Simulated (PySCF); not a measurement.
# RuN(OH)₂ + HF → RuO₂F + NH₃

Level: PBE0 in the def2-TZVP basis family, computed in PySCF with density fitting; scalar-relativistic core potentials for atoms from Rb on, none lighter, no spin–orbit coupling; open shells unrestricted.

```
 species                                                                                                     state and structure      E (Eh)  ZPE (kJ/mol)  H(298 K) − H(0) (kJ/mol)  S° (J/(mol K))
RuN(OH)₂  doublet, C2v, O–H 0.961 Å (×2), Ru–N 1.570 Å, Ru–O 1.884 Å (×2); H–O–Ru 120.5° (×2), N–Ru–O 121.2° (×2), O–Ru–O 117.7°  -301.14409          76.5                      18.3           325.7
      HF                                                                                               singlet, C∞v, H–F 0.920 Å  -100.39188          24.9                       8.7           173.6
   RuO₂F                                        doublet, C2v, Ru–F 1.839 Å, Ru–O 1.644 Å (×2); F–Ru–O 117.2° (×2), O–Ru–O 125.5°  -345.01505          20.1                      14.8           306.2
     NH₃                                                                       singlet, C3v, N–H 1.013 Å (×3); H–N–H 107.1° (×3)   -56.51312          90.6                      10.0           192.4
```

Task: What is the electronic reaction energy?

Result: At PBE0/def2-TZVP, ΔE = 20.5 kJ/mol from the differences of the total energies times 2625.5, uphill. 

Task: Add zero-point, thermal and entropy terms for 298.15 K and 1 bar.

Result: ΔZPE = 9.3 and Δ[H(298) − H(0)] = -2.2 kJ/mol give ΔH° = 27.6 kJ/mol. ΔS° = -0.7 J/(mol K), so ΔG° = 27.6 − 298.15 × (-0.0007) = 28 kJ/mol and log₁₀K = -4.9.

Open d or f shells are single determinants, so the state found may not be the ground state. The structures come from searches over a few start shapes, so lower isomers are not excluded.
